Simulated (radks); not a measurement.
The numbers below are computed, except where a source is named.
Task: Radial electron density D(r) = 4 pi r^2 rho(r) of an atom or ion with 3 electrons. Code: a radial shooting solver on a logarithmic mesh with Libxc functionals. Model: non-relativistic Kohn-Sham, B86b exchange with PBE correlation, spin-polarised, spherical densities, point nucleus.

```
   r/bohr * D(r) (the largest magnitude, 6.46, reaches the edge; | marks zero)
 0.008995 |*
  0.01125 | *
  0.01397 |  *
  0.01747 |    *
  0.02186 |      *
  0.02735 |         *
  0.03421 |             *
  0.04246 |                   *
  0.05312 |                          *
  0.06646 |                                  *
  0.08315 |                                          *
    0.104 |                                                 *
   0.1301 |                                                      *
   0.1615 |                                                      *
   0.2021 |                                                *
   0.2528 |                                     *
   0.3163 |                         *
   0.3957 |              *
   0.4911 |         *
   0.6144 |        *
   0.7686 |         *
   0.9616 |        *
    1.203 |      *
    1.493 |   *
    1.868 | *
    2.337 |*
    2.924 |*
    3.658 *
     4.54 *
     5.68 *
```

What is the nuclear charge?

Result: Z = 7. The innermost maximum, from 1s, lies near 1/Z = 0.143 bohr (found: 0.144), and its height grows with Z. The density is that of the nitrogen ion N4+ in 1s1.75 2s1 3s0.25; the configuration itself is not fixed sharply by these data. D(r) has 2 maxima, at r = 0.144, 0.826 bohr, and minima at 0.572 bohr, inside which lie 1.82 electrons.
